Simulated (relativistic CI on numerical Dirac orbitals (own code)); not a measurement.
## Tc5+: L2,3 absorption edge

Computed with this model: Dirac-Coulomb-Breit CI, KLI orbitals optimised for each configuration, model QED (radiative potential, 1s self-energy scaled to tabulated hydrogen-like ionisation energies), valence Slater integrals scaled by 0.9, multiplet model of core-to-valence dipole absorption; configurations [Kr] 4d2 → [He] 2s2 2p5 3s2 3p6 3d10 4s2 4p6 4d3; 300 K; Lorentzian 2.4 eV and Gaussian 0.5 eV FWHM. Energies are those of the free ion, without screening or charge transfer. The branching ratio is the share of the lower-energy edge in the whole absorption, uncertain by about 0.02 where the edges overlap. S is read from ⟨S²⟩ = S(S + 1).

Field parameters in Wybourne normalisation: D4h B²₀ = −7Ds, B⁴₀ = 21(Dq − Dt), B⁴₄ = 21√(5/14) Dq; Td as Oh with Dq negative (B⁴₀ = 21Dq, B⁴₄ = √(5/14) B⁴₀). The field is a parameter set, without covalency.

Peaks in eV (height, largest 100): 2686.2 (69), 2690.0 (100), 2805.0 (35).

Problem. Which surroundings give this spectrum?
A. free ion
B. D4h, 10Dq = 41600, Ds = -1370, Dt = 900 cm⁻¹
C. Td, 10Dq = -19900 cm⁻¹
D. D4h, 10Dq = 24050, Ds = -1390, Dt = 100 cm⁻¹

Solution. B. D4h, 10Dq = 41600, Ds = -1370, Dt = 900 cm⁻¹, where the ground state has S = 1.00.
